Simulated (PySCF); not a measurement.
# Simulated absorption spectrum

C7H9N.
Geometry (GFN2-xTB, Å), atoms numbered from 1 in this order:
```xyz
17
C7H9N angstrom
C      2.114    0.777   -0.192
C      1.292   -0.407   -0.688
C     -0.108   -0.373   -0.209
C     -0.838    0.445    0.576
C     -0.596    1.626    1.277
N     -0.424    2.601    1.861
C     -2.099   -0.381    0.441
C     -1.256   -1.315   -0.461
H      1.679    1.712   -0.537
H      3.135    0.712   -0.563
H      2.140    0.796    0.895
H      1.287   -0.428   -1.783
H      1.749   -1.348   -0.360
H     -2.926    0.121   -0.059
H     -2.454   -0.829    1.367
H     -1.586   -1.372   -1.498
H     -1.118   -2.325   -0.076
```

Level of theory: PySCF 2.14.0, density-fitted response routines, TDDFT wB97X-D/def2-SVPD, vertical, gas phase, core orbitals frozen in the response.

Broadening: Gaussians 0.5 eV wide at half height, area fixed by f = 4.319×10⁻⁹ ∫ε dν̃. The width is an assumption, not a result. The curve ends short of the highest state used, and states not computed would add to its high-energy end.

(λ (nm), ε (L mol⁻¹ cm⁻¹)): (166.0, 547), (167.7, 396), (169.4, 318), (171.1, 280), (172.8, 259), (174.5, 237), (176.2, 207), (178.0, 167), (179.7, 128), (181.4, 94), (183.1, 71), (184.8, 65), (186.5, 89), (188.2, 168), (189.9, 347), (191.6, 699), (193.4, 1370), (195.1, 2400), (196.8, 3905), (198.5, 5911), (200.2, 8349), (201.9, 11036), (203.6, 13692), (205.3, 15993), (207.0, 17637), (208.8, 18428), (210.5, 18205), (212.2, 17114), (213.9, 15347), (215.6, 13157), (217.3, 10806), (219.0, 8521), (220.7, 6462), (222.5, 4632), (224.2, 3262), (225.9, 2221), (227.6, 1466), (229.3, 938), (231.0, 583), (232.7, 353), (234.4, 208), (236.1, 120), (237.9, 65), (239.6, 36)

Problem. Where are the band maxima, and which computed states make them?

Solution. 209 nm (5.93 eV), ε about 18000, made up of S1 (100%) (ε in L mol⁻¹ cm⁻¹; maxima over ε = 5, shares over 10%). At its high-energy end, 7.47 eV, the curve is still rising (ε about 550, from S6 and S7). The states used: S1 5.93 eV (f 0.342); S2 6.37 eV (f 0.0001); S3 6.62 eV (f 0.0002); S4 7.11 eV (f 0.0029); S5 7.21 eV (f 0.0012); S6 7.63 eV (f 0.0079); S7 8.00 eV (f 0.071); S8 8.07 eV (f 0.0015).

Problem. What would ε be at 5.93 eV, the highest of these maxima, with half the width (0.25 eV)?

Solution. About 36900 L mol⁻¹ cm⁻¹ against 18500, a factor of about 2.00; a lone state at its own centre would give exactly 2.

Problem. Coming from long wavelengths, where does ε first pass 100 L mol⁻¹ cm⁻¹?

Solution. At about 237 nm (5.24 eV), 0.69 eV below S1.

Problem. Does any computed singlet lie in the visible range?

Solution. No computed singlet lies in the visible range (380 to 750 nm); the lowest, at 209 nm, stands 2.66 eV above its violet end (3.26 eV).

Hardware: one thread, x86-64 server (shared host). Cost: 38 s wall.

One conformer stands for the species.
